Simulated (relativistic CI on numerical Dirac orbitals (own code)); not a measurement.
## Hyperfine structure of Cs²⁺, mass number 134

Calculated at this level of theory: Dirac-Coulomb-Breit CI, orbitals from a KLI potential per configuration, QED by a radiative potential, valence Slater integrals scaled by 0.85, P86 correlation energy added to each configuration (own radial code, finite nucleus).

Configuration list (outside the closed core [Kr] 4d10): 5s2 5p5, 5s 5p6, 5s2 5p4 5d, 5s2 5p4 5f, 5s2 5p4 6s, 5s 5p5 5d, 5s2 5p4 6p, 5s2 5p4 4f, 5s2 5p4 7s, 5s2 5p4 6d, 5s2 5p4 7p, 5s 5p5 5f, 5s2 5p4 7d. Double excitations out of closed p, d and f shells are left out; levels of such configurations are missing from the list, as are those of other unlisted configurations, and high levels can miss mixing partners.

Nuclear spin I = 4, μ = 2.9893 μN, Q = 0.37 b (tables of Stone and Pyykkö). The electronic factors are computed for point nuclear moments, without core polarisation; leaving it out makes A of s and p electrons in near-neutral atoms 20 to 40 % too small, and it can dominate for d and f shells.

```
            Level   E (eV)  A (MHz)  B (MHz)
  5s2 5p5 2P°_3/2   0.0000     1118    -1020
  5s2 5p5 2P°_1/2   1.7080     7411         
    5s 5p6 2S_1/2  13.9518    18960         
5s2 5p4 5d 4D_5/2  15.3593    651.8     -146
5s2 5p4 5d 4D_7/2  15.3837    398.5     -293
5s2 5p4 5d 4D_3/2  15.4591    987.3     -127
5s2 5p4 5d 4D_1/2  15.6487     1600         
5s2 5p4 5d 4F_9/2  16.0763    546.9      832
```

Levels with J = 0, under 50 % of one LS term, or S terms without an open s electron are left out. Small factors come from cancelling terms and can be off by tens of per cent or more.

For a near-neutral ion this model can misplace configurations by up to about 10,000 cm⁻¹ (more where the count of f electrons changes) and terms by 10 to 25 % of their spread. Rates follow the energies as ν³ (E1, M1) or ν⁵ (E2), so they and the lifetimes can be off by large factors. The fine structure of a lone outer electron comes out too small, for d and f at times inverted, and misplaced configurations move strength between like terms. 14 of the 37 excited levels that our extract of the measured tables holds in this range could be paired (the sources list more); they are missed by 4231 cm⁻¹ on average and 6954 at most, and levels without a partner can miss by more.

(1) Give the hyperfine levels of 5s2 5p5 2P°_1/2 relative to its centre of gravity.

Results:

(1) With K = F(F + 1) − I(I + 1) − J(J + 1), E = AK/2: F = 7/2: -18530, F = 9/2: 14820 MHz.

LS names give the leading component of a level, which can be under half, so a name can repeat, a term be missing and a line seem to break the LS rules.
